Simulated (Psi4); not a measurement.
Psi4 input (wB97X-D/6-31G*):

```
memory 1500 MB

molecule {
-1 1
Si    2.34761100   -0.10348700    0.75809500
Si    0.13725100   -0.01916000    0.01919900
Cl   -0.48938200   -0.85754400   -1.84265800
Cl   -1.23811500   -0.93049100    1.36230500
Cl   -0.62344700    1.96073400   -0.14647300
H     2.38052200   -1.58998000    0.39867600
H     2.79746000    0.37117700   -0.62474800
symmetry c1
no_reorient
no_com
}

set {
  basis 6-31G*
  reference rks
  scf_type pk
  dft_radial_points 99
  dft_spherical_points 590
  e_convergence 1e-8
  d_convergence 1e-7
  maxiter 150
}

e = energy('wb97x-d')
print_out(f'\nFINAL {e:.10f} DIPOLE {variable("CURRENT DIPOLE")[0]:.6f} {variable("CURRENT DIPOLE")[1]:.6f} {variable("CURRENT DIPOLE")[2]:.6f}\n')
```

From the output:

```
    One-Electron Energy =               -3699.9125498000748848
    Two-Electron Energy =                1342.8317092787783622
    DFT Exchange-Correlation Energy =     -92.9889603699483587
    Empirical Dispersion Energy =          -0.0028637177311937
    VV10 Nonlocal Energy =                  0.0000000000000000
    Total Energy =                      -1960.8844529889406658

Computation Completed

Properties will be evaluated at   0.000000,   0.000000,   0.000000 [a0]

Properties computed using the SCF density matrix

 Multipole Moments:

 ------------------------------------------------------------------------------------
     Multipole            Electronic (a.u.)      Nuclear  (a.u.)        Total (a.u.)
 ------------------------------------------------------------------------------------

 L = 1.  Multiply by 2.5417464519 to convert [e a0] to [Debye]
 Dipole X            :         -1.2424085            0.0000038           -1.2424047
 Dipole Y            :         -0.0077492            0.0000416           -0.0077077
 Dipole Z            :         -0.5209235            0.0000038           -0.5209198
 Magnitude           :                                                    1.3472143

 ------------------------------------------------------------------------------------

FINAL -1960.8844529889 DIPOLE -1.242405 -0.007708 -0.520920

*** Psi4 exiting successfully. Buy a developer a beer!
```

The dipole moment of an ion depends on the origin.

The geometry given is a B3LYP-D3(BJ)/def2-TZVP minimum.
